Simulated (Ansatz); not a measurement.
C3H5, charge -1, singlet, at a GFN2-xTB geometry (a gas-phase anion, which may not be bound at this level); REVPBE/6-31G** (Ansatz, a program for electronic structure).

Ansatz was given this input:
Ansatz 0.2 input:
```yaml
crystal:
  periodic: [false, false, false]
  atoms:
    - {symbol: C, position_ang: [-0.01075075, 0.96016996, 0.09341244]}
    - {symbol: C, position_ang: [0.75577748, -0.34450835, 0.02662440]}
    - {symbol: C, position_ang: [-0.74825136, -0.36088374, 0.02184688]}
    - {symbol: H, position_ang: [-0.01259673, 1.43179750, -0.94199642]}
    - {symbol: H, position_ang: [1.25539163, -0.74361368, -0.87634220]}
    - {symbol: H, position_ang: [1.26166067, -0.70938769, 0.92963389]}
    - {symbol: H, position_ang: [-1.25179611, -0.73675342, 0.92164993]}
    - {symbol: H, position_ang: [-1.23331166, -0.77070990, -0.88424753]}
basis:
  gaussian:
    orbitals: 6-31G__.json
hamiltonian:
  xc: revpbe
total_charge: -1
accuracy: high
```
The basis file holds 6-31G** in the JSON format of the Basis Set Exchange.

Write the output that Ansatz gives for this input, abridged.


```
Functional definition: revPBE
1672 factors; integrals over basis functions are off by at most 3.1e-9 eV
mean field evaluation 1: about -3185.8930 eV, gradient 2.8e1 eV
mean field evaluation 2: about -3181.1476 eV, gradient 4.9e1 eV
mean field evaluation 4: about -3188.1891 eV, gradient 3.7e0 eV
mean field evaluation 8: about -3188.2154 eV, gradient 2.0e-2 eV
mean field evaluation 16: about -3188.2154 eV, gradient 6.6e-6 eV
mean field -3188.21537512 eV, -117.1647539857 hartree, gradient 6.0e-8 eV, S^2 0.000000; 0 other end points of the search recorded, 0 dependent functions left out
reference -3188.21537833 eV, -117.1647541037 hartree; 12, 12 occupied and 58, 58 virtual orbitals, 1672 factors
Total energy: -3188.21537833 eV, -117.1647541037 hartree
```
